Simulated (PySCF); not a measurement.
## A ladder of Hamiltonians for Au⁶⁹⁺ (gold, charge +69)

Occupied: 1s1/2, 2s1/2, 2p1/2, 2p3/2. Hartree-Fock calculated with PySCF 2.14 in an even-tempered Gaussian basis (16 s from 18 bohr⁻², ratio 2.7; 13 p from 22 bohr⁻², ratio 2.7), Gaussian nucleus throughout. NR is non-relativistic, sf-X2C the spin-free one-electron X2C Hamiltonian, X2C adds the bare one-electron spin-orbit term, X2C-SNSO screens it by Boettger's factors, DC is four-component Dirac-Coulomb, and the Gaunt and Breit terms are added at first order (total energies over the DC spinors, levels after relaxing the spinors in that mean field). QED terms are absent. Levels marked empty are virtual spinors of this ion.

```csv
level (eV),NR,sf-X2C,X2C,X2C-SNSO
1s1/2,-79861.8,-87623.9,-87599.6,-87600.9
2s1/2,-18241.6,-20501.8,-20495.8,-20496.1
2p1/2,-17831.1,-18598.4,-20011.6,-19968.1
2p3/2,-17831.1,-18598.4,-18052.5,-18065.5
3s1/2 (empty),-7630.9,-8359.0,-8357.9,-8357.9
3p1/2 (empty),-7497.9,-7812.8,-8194.9,-8183.3
3p3/2 (empty),-7497.9,-7812.8,-7662.4,-7666.0
```

Where do the four-component calculations put these levels?

1s1/2: DC -87710.5, DC+Gaunt -87417.5, DC+Breit -87436.7; 2s1/2: DC -20512.5, DC+Gaunt -20479.7, DC+Breit -20482.0; 2p1/2: DC -19981.1, DC+Gaunt -19923.5, DC+Breit -19929.0; 2p3/2: DC -18076.4, DC+Gaunt -18039.2, DC+Breit -18044.8; 3s1/2 (empty): DC -8361.9, DC+Gaunt -8353.0, DC+Breit -8354.1; 3p1/2 (empty): DC -8186.8, DC+Gaunt -8171.7, DC+Breit -8173.7; 3p3/2 (empty): DC -7668.3, DC+Gaunt -7658.5, DC+Breit -7660.6 (eV).

```json
{"Hamiltonian": "NR", "E (hartree)": "-11803.7242", "E − E(DC) (hartree)": "1011.0538", "CPU seconds": "0.31"}
{"Hamiltonian": "sf-X2C", "E (hartree)": "-12784.6546", "E − E(DC) (hartree)": "30.1235", "CPU seconds": "0.21"}
{"Hamiltonian": "X2C", "E (hartree)": "-12809.2654", "E − E(DC) (hartree)": "5.5126", "CPU seconds": "0.22"}
{"Hamiltonian": "X2C-SNSO", "E (hartree)": "-12807.9226", "E − E(DC) (hartree)": "6.8554", "CPU seconds": "0.21"}
{"Hamiltonian": "DC", "E (hartree)": "-12814.7781", "E − E(DC) (hartree)": "0.0000", "CPU seconds": "14"}
{"Hamiltonian": "DC+Gaunt", "E (hartree)": "-12797.1112", "E − E(DC) (hartree)": "17.6669", "CPU seconds": "24"}
{"Hamiltonian": "DC+Breit", "E (hartree)": "-12798.6257", "E − E(DC) (hartree)": "16.1524", "CPU seconds": "73"}
```

Weight of the small component: 1s1/2 0.0901, 2s1/2 0.0212, 2p1/2 0.0212, 2p3/2 0.0190, 3s1/2 0.00850, 3p1/2 0.00839, 3p3/2 0.00782.

Koopmans' value for the highest occupied level at DC+Breit: 18044.8 eV, against an ionisation energy of 18040 ± 50 eV (theoretical estimate listed by NIST; NIST Atomic Spectra Database, ionization energies); the former lacks relaxation, correlation, QED and recoil.

The whole ladder took 120 s of wall time on 1 thread of Intel(R) Xeon(R) Platinum 8259CL CPU @ 2.50GHz (shared host), launched as `OMP_NUM_THREADS=1 python relrun2.py TASK.json OUT` (a driver that calls PySCF for each Hamiltonian).

Dirac-Coulomb iterations, started from the X2C spinors:

```
with_ssss True, with_gaunt False, with_breit False
light speed = 137.03599967994
init E= -12705.1332808827
cycle= 1 E= -12814.7751903406  delta_E= -110  |g|= 3.99  |ddm|= 0.156
cycle= 2 E= -12814.7780655319  delta_E= -0.00288  |g|= 0.0463  |ddm|= 0.00463
cycle= 3 E= -12814.7780674599  delta_E= -1.93e-06  |g|= 0.00114  |ddm|= 0.000167
cycle= 4 E= -12814.7780674612  delta_E= -1.25e-09  |g|= 6.25e-06  |ddm|= 3.61e-06
```
